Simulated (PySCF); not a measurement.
PySCF job for C3H9In, SMILES C[CH2][InH][CH3], r2SCAN-D4/def2-SVP. Coordinates come from a r2SCAN-D4/def2-SVP optimisation. The structure was generated by enumeration; whether it is a known compound was not checked. The def2 effective core potentials stand for the cores of In; spin–orbit coupling is left out. Other conformers were not sampled.

```python
import numpy as np
from pyscf import gto, scf, dft, df
from pyscf.hessian import thermo

mol = gto.M(
    atom='''
    In    0.11998023    0.40816879   -0.07830428
    H     0.78875117    1.02020166   -1.57215330
    C    -0.16301640    1.77133336    1.59384056
    H    -0.60566536    1.27007928    2.46689106
    H    -0.81809508    2.60421412    1.29157377
    H     0.80588521    2.20627224    1.88802657
    C    -0.41384035   -1.70870038    0.07610617
    C    -0.16182194   -2.54934659   -1.17306529
    H    -1.47835850   -1.74336352    0.37259527
    H     0.13978454   -2.10928176    0.94523420
    H     0.90115207   -2.54483435   -1.46573057
    H    -0.72920792   -2.17711958   -2.04203996
    H    -0.45120492   -3.60615681   -1.02877592
    ''',
    basis='def2-SVP',
    ecp={'In': 'def2-svp'},
    charge=0,
    spin=0,
    max_memory=1600,
    verbose=3,
)
mf = dft.RKS(mol, xc='r2scan').density_fit(auxbasis='def2-universal-jkfit')
mf.disp = 'd4'
mf.grids.level = 4
mf.conv_tol = 1e-11
mf.max_cycle = 100
mf.kernel()

# analytic Hessian; the response equations are solved on a coarser grid
h, args, fine = mf.Hessian(), (mf.mo_energy, mf.mo_coeff, mf.mo_occ), mf.grids
h.max_memory = max(150, 2.5e-5 * df.make_auxmol(mol, mf.with_df.auxbasis).nao * mol.nelec[0] * (mol.nelec[0] + mol.nao))  # MB; small integral blocks
h1ao = h.make_h1(mf.mo_coeff, mf.mo_occ)
mf.grids = dft.Grids(mol).set(level=2).build(with_non0tab=True)
mo1, mo_e1 = h.solve_mo1(*args, h1ao)
mf.grids = fine
hess = h.hess_elec(*args, mo1, mo_e1, h1ao) + h.hess_nuc()
if mf.do_disp():
    hess += h.get_dispersion()
for i in range(mol.natm):  # the analytic DFT Hessian lacks the response of the grid: restore translational invariance
    hess[i, i] -= hess[i].sum(axis=0)
hess = (hess + hess.transpose(1, 0, 3, 2)) / 2
vib = thermo.harmonic_analysis(mol, hess, imaginary_freq=False)
thermo.dump_normal_mode(mol, vib)
th = thermo.thermo(mf, vib['freq_au'][vib['freq_au'] > 0], 298.15, 101325)
thermo.dump_thermo(mol, th)
g0 = mf.nuc_grad_method().set(verbose=0).kernel()

# dipole derivatives [dipole axis, atom, xyz] from the same response
r, irp = mol.intor('int1e_r'), mol.intor('int1e_irp').reshape(3, 3, mol.nao, mol.nao)
sl, dm0, ok = mol.aoslice_by_atom(), np.array(mf.make_rdm1()), []
dmu = np.einsum('a,xt->xat', mol.atom_charges(), np.eye(3))
for a, (_, _, p0, p1) in enumerate(sl):
    dmu[:, a] += 2 * np.einsum('xtij,ij->xt', irp[:, :, :, p0:p1], dm0.reshape(-1, mol.nao, mol.nao).sum(0)[:, p0:p1])
    for u, c, occ, f in [(mo1, mf.mo_coeff, mf.mo_occ, 4)]:
        dmu[:, a] -= f * np.einsum('tui,xuv,vi->xt', u[a], r, c[:, occ > 0], optimize=True)
L = vib['norm_mode']
ir = 974.8801 * (np.einsum('xat,kat->kx', dmu, L) ** 2).sum(1)       # km/mol
apt = np.einsum('xax->a', dmu) / 3

# polarisability derivatives from nuclear gradients in small electric fields
h0, F = mf.get_hcore(), 0.005
def in_field(f, guess):
    m = mf.copy()
    m.verbose, m.conv_tol, m.conv_tol_grad = 0, 1e-11, 2e-7
    m.get_hcore = lambda *a: h0 + np.einsum('x,xij->ij', f, r)
    m.kernel(guess)
    ok.append(m.converged)
    dm = np.array(m.make_rdm1())
    g = m.nuc_grad_method().kernel() - np.outer(mol.atom_charges(), f)
    for a, (_, _, p0, p1) in enumerate(sl):
        g[a] -= 2 * np.einsum('x,xtij,ij->t', f, irp[:, :, :, p0:p1], dm[:, p0:p1])
    return g, -np.einsum('xij,ij->x', r, dm), dm
E = np.eye(3) * F
g0, _, dm0 = in_field(np.zeros(3), dm0)
gp = [in_field(e, dm0) for e in E]
gm = [in_field(-e, 2 * dm0 - p[2]) for e, p in zip(E, gp)]
alpha = np.array([(p[1] - q[1]) / (2 * F) for p, q in zip(gp, gm)])  # bohr^3
check = abs(np.array([-(p[0] - q[0]) / (2 * F) for p, q in zip(gp, gm)]) - dmu).max()
print('static polarisability / bohr^3:', alpha.round(3))
print('largest difference of analytic and finite-field dipole derivatives / e:', check)
da = np.zeros((3, 3, mol.natm, 3))
for x in range(3):
    da[x, x] = -(gp[x][0] + gm[x][0] - 2 * g0) / F**2
for x, y in ((0, 1), (0, 2), (1, 2)):
    up, down = in_field(E[x] + E[y], gp[x][2] + gp[y][2] - dm0), in_field(-E[x] - E[y], gm[x][2] + gm[y][2] - dm0)
    both = -(up[0] + down[0] - 2 * g0) / F**2
    da[x, y] = da[y, x] = (both - da[x, x] - da[y, y]) / 2
aq = np.einsum('xyat,kat->kxy', da, L) * 0.529177210903**2           # A^2/amu^1/2
a = np.einsum('kxx->k', aq) / 3
g2 = 1.5 * (aq**2).sum((1, 2)) - 4.5 * a**2
raman, depol = 45 * a**2 + 7 * g2, 3 * g2 / (45 * a**2 + 4 * g2 + 1e-12)
print('mode   freq/cm-1   IR/(km/mol)   Raman/(A^4/amu)   depolarisation')
for k, w in enumerate(vib['freq_wavenumber']):
    print(f'{k + 1:4d} {w:11.2f} {ir[k]:13.3f} {raman[k]:17.3f} {depol[k]:16.3f}')
print('max |gradient| / (hartree/bohr):', abs(g0).max())
print('APT charges:', apt.round(4))
```

Output:

```
converged SCF energy = -309.731698202602

WARN: MGGA Hessian is sensitive to dft grids. grids.level 4 may not be dense enough.


WARN: DFTD4 does not support analytical Hessian, using finite difference.


WARN: Mole.unit (angstrom) is changed to Bohr

Mode                                 0                   1                   2
Irrep
Freq [cm^-1]                       24.6125             29.5532             79.8697
Reduced mass [au]                   1.7096              1.1648              3.0707
Force const [Dyne/A]                0.0006              0.0006              0.0115
Char temp [K]                      35.4119             42.5204            114.9147
Normal mode                   x     y     z       x     y     z       x     y     z
       0  In                 0.02 -0.01  0.01    0.00 -0.00  0.00   -0.01 -0.02  0.03
       1   H                 0.09 -0.02  0.03    0.02 -0.01  0.01   -0.02 -0.10 -0.01
       2   C                -0.11  0.03 -0.04   -0.05  0.01 -0.02    0.06  0.14 -0.09
       3   H                 0.11 -0.03  0.04   -0.46  0.11 -0.17    0.06  0.26 -0.02
       4   H                -0.36 -0.17 -0.02    0.34  0.26 -0.15    0.10  0.13 -0.18
       5   H                -0.19  0.30 -0.18    0.03 -0.36  0.29    0.09  0.13 -0.17
       6   C                 0.05 -0.01  0.02    0.07 -0.02  0.03    0.00 -0.03 -0.02
       7   C                -0.11  0.02 -0.04   -0.05  0.01 -0.02    0.04  0.07 -0.08
       8   H                 0.10 -0.04  0.17    0.11 -0.06  0.16   -0.00 -0.07 -0.04
       9   H                 0.18 -0.03 -0.07    0.20 -0.01 -0.05    0.00 -0.07 -0.04
      10   H                -0.15  0.06 -0.19   -0.09  0.06 -0.16    0.05  0.12 -0.06
      11   H                -0.24  0.03  0.05   -0.18 -0.00  0.06    0.05  0.12 -0.06
      12   H                -0.06  0.01 -0.02    0.01 -0.00  0.01    0.07  0.05 -0.16
Mode                                 3                   4                   5
Irrep
[...]
       1   H                -0.00 -0.00  0.01   -0.01 -0.01  0.02   -0.02  0.01 -0.00
       2   C                 0.00  0.00 -0.00    0.02  0.04 -0.03    0.05 -0.02  0.03
       3   H                 0.00  0.01  0.00    0.03  0.26  0.12   -0.62  0.08 -0.26
       4   H                -0.01 -0.01  0.00   -0.42 -0.30  0.04   -0.10 -0.01  0.34
       5   H                 0.00 -0.01  0.01    0.14 -0.44  0.25    0.07  0.23 -0.45
       6   C                -0.01 -0.00  0.01    0.01 -0.01 -0.04    0.01 -0.01 -0.03
       7   C                -0.02  0.06  0.10    0.00  0.02  0.01    0.00  0.01  0.01
       8   H                -0.05  0.04 -0.16    0.11 -0.08  0.35    0.06 -0.04  0.19
       9   H                 0.15  0.00 -0.09   -0.32  0.02  0.20   -0.18  0.02  0.11
      10   H                -0.14 -0.29 -0.39   -0.01 -0.06 -0.05   -0.01 -0.03 -0.04
      11   H                 0.21 -0.37 -0.26    0.01 -0.07 -0.04    0.01 -0.04 -0.03
      12   H                 0.15 -0.08 -0.47    0.01  0.01 -0.04    0.01  0.00 -0.03
Mode                                21                  22                  23
Irrep
Freq [cm^-1]                     1429.7623           1468.5932           1477.6924
Reduced mass [au]                   1.0884              1.0403              1.0348
Force const [Dyne/A]                1.3109              1.3219              1.3313
Char temp [K]                    2057.1096           2112.9787           2126.0703
Normal mode                   x     y     z       x     y     z       x     y     z
       0  In                 0.00 -0.00  0.00    0.00  0.00 -0.00    0.00 -0.00  0.00
       1   H                -0.01 -0.01 -0.01    0.01  0.01 -0.01   -0.00  0.00 -0.00
       2   C                 0.04  0.02 -0.01    0.00  0.00 -0.00   -0.00  0.00 -0.00
       3   H                -0.24  0.24 -0.02    0.00  0.00  0.00    0.00 -0.00  0.00
       4   H                -0.37 -0.23  0.17   -0.01 -0.00 -0.00    0.00  0.00 -0.00
       5   H                 0.14 -0.24 -0.00    0.00 -0.01  0.00   -0.00 -0.00  0.00
       6   C                -0.02  0.01  0.06   -0.01 -0.02  0.00    0.02 -0.00  0.01
       7   C                -0.00 -0.03 -0.02   -0.02 -0.04  0.02    0.04 -0.01  0.01
       8   H                -0.15  0.09 -0.45   -0.00  0.03  0.02    0.00 -0.03 -0.05
       9   H                 0.41 -0.03 -0.25   -0.00  0.03  0.02   -0.01  0.03  0.05
      10   H                 0.02  0.08  0.08   -0.15  0.36 -0.49    0.04  0.49  0.08
      11   H                -0.03  0.09  0.06    0.54  0.21 -0.25   -0.12 -0.47 -0.10
      12   H                -0.03 -0.01  0.06   -0.12  0.06  0.38   -0.62  0.14 -0.22
Mode                                24                  25                  26
Irrep
Freq [cm^-1]                     1721.9110           3008.4192           3024.7214
Reduced mass [au]                   1.0161              1.0397              1.0602
Force const [Dyne/A]                1.7750              5.5440              5.7151
Char temp [K]                    2477.4465           4328.4454           4351.9007
Normal mode                   x     y     z       x     y     z       x     y     z
       0  In                -0.00 -0.00  0.01    0.00  0.00 -0.00   -0.00 -0.00 -0.00
       1   H                 0.38  0.35 -0.85   -0.00 -0.00  0.00   -0.00  0.00  0.00
       2   C                -0.00 -0.00 -0.00    0.00 -0.00 -0.00   -0.00  0.00  0.00
       3   H                -0.00  0.03  0.02   -0.00 -0.00  0.00    0.01  0.01 -0.02
       4   H                -0.00 -0.00  0.01   -0.00  0.00 -0.00    0.02 -0.02  0.01
       5   H                -0.01 -0.00  0.01    0.00  0.00  0.00   -0.03 -0.01 -0.01
       6   C                -0.00  0.01  0.00    0.00  0.00 -0.01    0.02  0.02 -0.06
       7   C                 0.00  0.00  0.00    0.00 -0.04 -0.03   -0.00  0.00  0.01
       8   H                 0.00 -0.03  0.01   -0.11 -0.00  0.02   -0.65 -0.01  0.16
       9   H                -0.02 -0.02  0.00    0.06 -0.04  0.09    0.36 -0.24  0.52
      10   H                -0.00 -0.01 -0.00   -0.44 -0.01  0.11    0.12 -0.00 -0.03
      11   H                -0.00 -0.01 -0.00    0.24 -0.17  0.35   -0.07  0.04 -0.10
      12   H                 0.00 -0.00 -0.01    0.19  0.69 -0.11   -0.02 -0.06  0.01
Mode                                27                  28                  29
Irrep
Freq [cm^-1]                     3035.5125           3073.5883           3089.9791
Reduced mass [au]                   1.0328              1.1008              1.1000
Force const [Dyne/A]                5.6072              6.1268              6.1881
Char temp [K]                    4367.4267           4422.2093           4445.7919
Normal mode                   x     y     z       x     y     z       x     y     z
       0  In                 0.00 -0.00 -0.00    0.00 -0.00  0.00    0.00 -0.00 -0.00
       1   H                -0.00  0.00  0.00    0.00 -0.00  0.00   -0.00 -0.00  0.00
       2   C                -0.00  0.03  0.03   -0.00  0.00 -0.00   -0.00 -0.00 -0.00
       3   H                 0.21  0.25 -0.40    0.00 -0.00  0.00   -0.00 -0.00  0.00
       4   H                 0.35 -0.44  0.18    0.00 -0.00  0.00   -0.00  0.00 -0.00
       5   H                -0.53 -0.22 -0.15    0.00  0.00  0.00    0.00  0.00  0.00
       6   C                -0.00 -0.00  0.00    0.08 -0.02  0.03    0.00  0.00 -0.00
       7   C                 0.00 -0.00 -0.00   -0.02  0.00 -0.01    0.03  0.06 -0.05
       8   H                 0.03  0.00 -0.01   -0.63 -0.03  0.18   -0.06 -0.00  0.02
       9   H                -0.02  0.01 -0.02   -0.32  0.24 -0.51    0.03 -0.02  0.05
      10   H                -0.01 -0.00  0.00    0.15  0.00 -0.04   -0.48  0.01  0.12
      11   H                 0.01 -0.00  0.01    0.08 -0.06  0.13    0.27 -0.16  0.39
      12   H                 0.00  0.01 -0.00   -0.01  0.00 -0.00   -0.17 -0.60  0.09
Mode                                30                  31                  32
Irrep
Freq [cm^-1]                     3114.6640           3139.8473           3161.2513
Reduced mass [au]                   1.1029              1.1011              1.1043
Force const [Dyne/A]                6.3041              6.3957              6.5024
Char temp [K]                    4481.3080           4517.5411           4548.3368
Normal mode                   x     y     z       x     y     z       x     y     z
       0  In                 0.00 -0.00  0.00   -0.00  0.00 -0.00   -0.00 -0.00  0.00
       1   H                 0.00 -0.00  0.00   -0.00  0.00 -0.00    0.00  0.00 -0.00
       2   C                -0.00  0.00 -0.00   -0.08  0.02 -0.03   -0.03 -0.06  0.05
       3   H                -0.00  0.00 -0.00   -0.01  0.01 -0.02    0.33  0.37 -0.64
       4   H                 0.00 -0.00  0.00    0.39 -0.51  0.18   -0.23  0.27 -0.09
       5   H                 0.00  0.00  0.00    0.59  0.28  0.18    0.29  0.12  0.10
       6   C                 0.02 -0.00  0.01   -0.00  0.00 -0.00    0.00  0.00 -0.00
       7   C                 0.08 -0.02  0.03   -0.00  0.00 -0.00   -0.00 -0.00  0.00
       8   H                -0.15 -0.01  0.04    0.00 -0.00 -0.00   -0.00  0.00  0.00
       9   H                -0.08  0.06 -0.13    0.00 -0.00  0.00    0.00  0.00  0.00
      10   H                -0.63 -0.01  0.17    0.00  0.00 -0.00    0.00 -0.00 -0.00
      11   H                -0.33  0.23 -0.51    0.00 -0.00  0.00   -0.00  0.00 -0.00
      12   H                 0.02 -0.00  0.01   -0.00  0.00 -0.00    0.00  0.00 -0.00
temperature 298.1500 [K]
pressure 101325.00 [Pa]
Rotational constants [GHz] 12.08387 1.95221 1.73511
Symmetry number 1
Zero-point energy (ZPE) 0.10420 [Eh]   273575.338 [J/mol]
                           tot       elec      trans        rot        vib
Entropy [J/mol/K]       388.399      0.000    172.036    110.731    105.632
Cv [J/mol/K]            110.275      0.000     12.472     12.472     85.331
Cp [J/mol/K]            118.589      0.000     20.786     12.472     85.331
Internal energy [J/mol]                      3718.434   3718.434 287726.233
Internal energy [Eh]   -309.61928  -309.73170
Enthalpy [J/mol]                             6197.391   3718.434 287726.233
Enthalpy [Eh]          -309.61833
Gibbs free energy [J/mol]                  -45095.087 -29295.992 256232.055
Gibbs free energy [Eh] -309.66244
static polarisability / bohr^3: [[53.217  4.089 -4.446]
 [ 4.09  83.919  9.711]
 [-4.445  9.7   69.504]]
largest difference of analytic and finite-field dipole derivatives / e: 0.0011312012880103917
mode   freq/cm-1   IR/(km/mol)   Raman/(A^4/amu)   depolarisation
   1       24.61         0.014             0.644            0.750
   2       29.55         0.061             0.048            0.750
   3       79.87         1.466             1.952            0.742
   4      200.35         2.430             0.862            0.750
   5      219.75         3.056             5.889            0.410
   6      325.81        27.688             6.209            0.750
   7      426.63        89.555            14.279            0.227
   8      477.30        74.829            32.651            0.148
   9      517.19        12.737            22.497            0.744
  10      568.97         2.752             1.295            0.749
  11      661.97        67.137             1.088            0.749
  12      712.91        89.206             4.343            0.748
  13      922.37         2.959             0.038            0.750
  14      954.71         9.559             5.807            0.363
  15     1044.17        13.849             8.831            0.680
  16     1164.59         1.383            10.675            0.121
  17     1179.47         9.019            31.960            0.225
  18     1239.12         2.090             1.218            0.750
  19     1388.14         7.995            12.914            0.595
  20     1425.23         1.613            12.129            0.731
  21     1429.54         1.408             7.540            0.747
  22     1429.76         0.611             8.148            0.734
  23     1468.59         1.468            20.120            0.694
  24     1477.69         6.636            22.955            0.750
  25     1721.91       281.999           211.344            0.162
  26     3008.42        68.618           209.663            0.138
  27     3024.72        14.263           148.137            0.076
  28     3035.51        11.374           181.894            0.004
  29     3073.59         6.396           122.377            0.750
  30     3089.98        27.054           141.507            0.692
  31     3114.66        29.622            38.440            0.750
  32     3139.85         5.862           117.718            0.750
  33     3161.25         7.050           102.633            0.750
max |gradient| / (hartree/bohr): 3.715290479010562e-05
APT charges: [ 1.1154 -0.3907 -0.361  -0.0084 -0.0109 -0.0106 -0.2068  0.0703 -0.0467
 -0.0467 -0.0176 -0.0177 -0.0727]
```

Self-consistency was reached.
